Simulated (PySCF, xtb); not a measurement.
H₈N₂OSi₂, SMILES N[SiH2]N[SiH2]O. One conformer was computed; it need not be the lowest.

Harmonic wavenumbers (cm⁻¹) from GFN2-xTB in xtb 6.7.1 at its own minimum, in rising order: 32, 62, 120, 150, 225, 225, 286, 389, 463, 500, 539, 587, 629, 711, 732, 754, 764, 799, 815, 823, 876, 907, 976, 1193, 1530, 2225, 2262, 2285, 2298, 3446, 3482, 3517, 3671.

Problem. What does PySCF 2.14.0 with PBE-D3(BJ)/def2-SVP give at its own minimum? (The exact figures need the calculation; the answer reports its results.)

Solution. 33, 49, 184, 211, 216, 268, 313, 373, 466, 503, 562, 680, 738, 803, 809, 841, 864, 874, 880, 895, 912, 922, 932, 1152, 1495, 2161, 2170, 2192, 2199, 3479, 3488, 3585, 3758. Paired by order, the mean absolute difference is 53 cm⁻¹ and the zero-point energies are 54.7 and 55.8 kcal/mol.
